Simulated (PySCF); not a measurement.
A PySCF script (with the pyscf-properties extension) for the NMR shieldings of SMILES C#C[B@@H-]1OC=CC=[O+]1, C₅H₅BO₂, on a GFN2-xTB geometry:

```python
import basis_set_exchange as bse
import numpy as np
from pyscf import gto, dft
from pyscf.prop import nmr

atoms = """
C     2.543839   -1.329445    0.659539
C     1.821553   -0.664904   -0.032946
B     0.833161    0.186625   -0.879466
O     0.381956    1.388258   -0.001297
C    -0.720697    1.358960    0.605794
C    -1.690017    0.373275    0.456602
C    -1.455131   -0.601104   -0.507127
O    -0.402720   -0.704909   -1.190370
H     3.197508   -1.908362    1.246695
H     1.252474    0.610942   -1.903360
H    -0.914394    2.207774    1.265791
H    -2.613429    0.409248    1.003134
H    -2.238491   -1.325873   -0.740717
"""
names = dict.fromkeys(["C", "B", "O", "H"], "pcSseg-1")
basis = {el: gto.basis.parse(bse.get_basis(n, elements=[el], fmt="nwchem")) for el, n in names.items()}
mol = gto.M(atom=atoms, basis=basis, charge=0, verbose=0)
mf = dft.RKS(mol, xc="PBE0")
mf.grids.level = 2
mf.grids.alignment = dft.numint.BLKSIZE   # the property module wants whole blocks of grid points
mf.conv_tol = 1e-9
mf.kernel()

calc = nmr.RKS(mf)   # GIAO
C = mf.mo_coeff
Co = C[:, mf.mo_occ > 0]
resp = mf.gen_response(singlet=True, hermi=2)
def vind(x):   # induced exchange potential for any number of trial vectors
    d = np.einsum("pi,xij,qj->xpq", C, 2 * x.reshape(-1, C.shape[1], Co.shape[1]), Co, optimize=True)
    return np.einsum("xpq,pi,qj->xij", resp(d - d.transpose(0, 2, 1)), C, Co, optimize=True).ravel()
mo1, _ = nmr.rhf.solve_mo1(calc, with_cphf=vind)
sigma = calc.kernel(mo1)
for i, s in enumerate(sigma):   # ppm
    w = np.linalg.eigvalsh((s + s.T) / 2)
    print("%2d %-2s iso %8.1f  s11 %8.1f  s22 %8.1f  s33 %8.1f" % (i, mol.atom_pure_symbol(i), w.mean(), *w))
```

Question: What are the results?

Answer: 
```
 0 C  iso     94.7  s11     21.0  s22     22.9  s33    240.1
 1 C  iso     88.6  s11    -13.8  s22    -11.2  s33    290.7
 2 B  iso    103.7  s11     93.7  s22    104.4  s33    113.1
 3 O  iso     48.1  s11   -176.9  s22    -28.1  s33    349.4
 4 C  iso      0.3  s11   -105.3  s22    -11.1  s33    117.3
 5 C  iso     82.2  s11    -29.1  s22    118.9  s33    156.7
 6 C  iso      0.3  s11   -105.3  s22    -11.2  s33    117.3
 7 O  iso     48.1  s11   -176.9  s22    -28.1  s33    349.4
 8 H  iso     30.0  s11     25.2  s22     25.5  s33     39.2
 9 H  iso     27.6  s11     26.6  s22     26.7  s33     29.6
10 H  iso     23.8  s11     21.6  s22     24.1  s33     25.5
11 H  iso     26.1  s11     24.6  s22     26.6  s33     27.2
12 H  iso     23.8  s11     21.6  s22     24.1  s33     25.5
```

These numbers come from an equivalent density-fitted implementation of the same equations, which agrees with the script to about 0.01 ppm for H and up to a few tenths of a ppm for heavy atoms, so last digits may differ.

Size and cost of the density-fitted run: 161 basis functions, 48 s wall time on 1 thread of an Arm Neoverse N1, shared host; peak memory 0.73 GiB.
